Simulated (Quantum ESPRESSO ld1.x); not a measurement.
Results of a calculation; reference values are marked as such.
Question: Ionisation of the carbon ion C2+, [He] 2s2, to C3+, [He] 2s1, under several functionals. Scalar-relativistic Kohn-Sham, spin-unpolarised, spherical densities, point nucleus; ld1.x of Quantum ESPRESSO 7.5. Known Delta-SCF values: BP86 48.276 eV; PBEsol 47.964 eV; Slater X-alpha with alpha = 1 51.979 eV. What does PW86 exchange with PBE correlation give, and what is its highest occupied eigenvalue?

Answer: 48.313 eV by Delta-SCF; the 2s eigenvalue is -40.479 eV. NIST: 47.888 eV (measured).

Beside tabulated values, note that spin-unpolarised runs miss the spin-polarisation part of the exchange energy of open shells.
